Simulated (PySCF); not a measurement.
F2Ge, SMILES [F][Ge][F] (connectivity only; charge and spin as stated), charge +1, multiplicity 2.

Coordinates come from a B3LYP-D3(BJ)/def2-TZVP optimisation. The multiplicity is an assumed one; other spin states were not compared. The isomer is the one that the SMILES or the coordinates give; other isomers of the formula were not compared.

Method: TDA-PBE0/def2-SVPD in PySCF.

Vertical excitations. 

```json
[
 {"state": "root 1", "energy (eV)": "3.61", "λ (nm)": "343", "f": "0.000", "main pairs": "β HOMO→LUMO 98 %"},
 {"state": "root 2", "energy (eV)": "3.75", "λ (nm)": "331", "f": "0.000", "main pairs": "β HOMO−1→LUMO 99 %"},
 {"state": "root 3", "energy (eV)": "4.30", "λ (nm)": "289", "f": "0.001", "main pairs": "β HOMO−3→LUMO 95 %"},
 {"state": "root 4", "energy (eV)": "4.33", "λ (nm)": "287", "f": "0.014", "main pairs": "β HOMO−2→LUMO 97 %"},
 {"state": "root 5", "energy (eV)": "5.27", "λ (nm)": "235", "f": "0.067", "main pairs": "α HOMO→LUMO 95 %"},
 {"state": "root 6", "energy (eV)": "5.46", "λ (nm)": "227", "f": "0.041", "main pairs": "α HOMO−2→LUMO 6 %, β HOMO−4→LUMO 88 %"},
 {"state": "root 7", "energy (eV)": "7.36", "λ (nm)": "168", "f": "0.005", "main pairs": "α HOMO−3→LUMO 20 %, α HOMO→LUMO+1 12 %, β HOMO−5→LUMO 65 %"},
 {"state": "root 8", "energy (eV)": "7.43", "λ (nm)": "167", "f": "0.000", "main pairs": "α HOMO−1→LUMO 98 %"},
 {"state": "root 9", "energy (eV)": "7.56", "λ (nm)": "164", "f": "0.005", "main pairs": "α HOMO−2→LUMO 69 %, β HOMO−1→LUMO+1 27 %"},
 {"state": "root 10", "energy (eV)": "7.98", "λ (nm)": "155", "f": "0.006", "main pairs": "α HOMO−3→LUMO 50 %, α HOMO→LUMO+1 28 %, β HOMO−3→LUMO+1 18 %"}
]
```
Unrestricted roots are not spin-pure.
